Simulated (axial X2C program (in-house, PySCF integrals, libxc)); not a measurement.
# Spin–orbit effects along a row: molecules with Cs (ions), PBE0

All values come from calculations with an in-house all-electron X2C program for linear molecules (integrals from PySCF), spin-free (one-electron X2C) or two-component (2c: spin–orbit coupling with atomic mean-field Coulomb and Gaunt terms, which also bring small scalar terms), in Dyall basis sets with cores contracted in-house; open shells are unrestricted.

Basis sets: Cl dyall-av3z, Cs dyall-cv3z, Na dyall-cv3z, P dyall-v3z, S dyall-av3z, Si dyall-v3z.

| molecule | spin-free state | Re (Å) | ωe (cm⁻¹) | De (eV) | 2c state | Re 2c (Å) | ωe 2c (cm⁻¹) | De 2c (eV) |
| --- | --- | --- | --- | --- | --- | --- | --- | --- |
| NaCs⁺ | M_S = 1/2, Λ = 0 | 4.483 | 65.3 | 0.41 | Ω = 1/2 | 4.481 | 65.4 | 0.41 |
| CsSi⁺ | M_S = 1, Λ = 1 | 3.964 | 72.0 | 0.19 | Ω = 2 | 3.964 | 72.0 | 0.18 |
| CsP⁺ | M_S = 3/2, Λ = 0 | 3.860 | 56.5 | 0.11 | Ω = 3/2 | 3.859 | 56.6 | 0.11 |
| CsS⁺ | M_S = 1, Λ = 0 | 3.711 | 78.3 | 0.24 | Ω = 1 | 3.711 | 78.4 | 0.24 |
| CsCl⁺ | M_S = 1/2, Λ = 1 | 3.665 | 63.7 | 0.05 | Ω = 3/2 | 3.663 | 63.9 | 0.09 |

(1) Work out the shifts from the spin-free to the two-component result.

Fragments in 2c: Cs+ + Na, Cs+ + Si, Cs+ + P, Cs+ + S, Cs+ + Cl. Each entry is the lowest single determinant of a limited PBE0 search at one distance. De goes to single-determinant-based atoms at the same level (for ions the charge split of lowest energy) and is withheld (n/a) where an atom does not fit its ground term or J level. Main or longest-lived isotopes. One determinant is a doubtful description, or other states lie close, for CsSi⁺, CsP⁺, CsS⁺, CsCl⁺; these need not be ground states, and all values refer to the states named. Some open-shell Ω = 0 determinants are out of reach, so the Ω given for CsSi⁺, CsS⁺ need not be the lowest component. With several unpaired electrons the Ω given is that of one determinant, not necessarily of the lowest component. Some light 2c atoms are not at their ground J level, so De misses part of their lowering (0.04 eV or less). The functionals have no current term, which raises determinants with orbital currents. Where the atoms have a lower orbital projection than the molecule, De at mean-field level may be about a tenth of an eV too small.

## Answers

(1) 

| molecule | 2c state | ΔRe (Å) | Δωe (cm⁻¹) | ΔDe (eV) |
| --- | --- | --- | --- | --- |
| NaCs⁺ | Ω = 1/2 | -0.002 | 0.1 | 0.00 |
| CsSi⁺ | Ω = 2 | 0.000 | 0.0 | -0.01 |
| CsP⁺ | Ω = 3/2 | -0.001 | 0.1 | 0.00 |
| CsS⁺ | Ω = 1 | 0.000 | 0.1 | 0.00 |
| CsCl⁺ | Ω = 3/2 | -0.002 | 0.2 | 0.04 |

Shifts of one unit in the last digit are rounding.
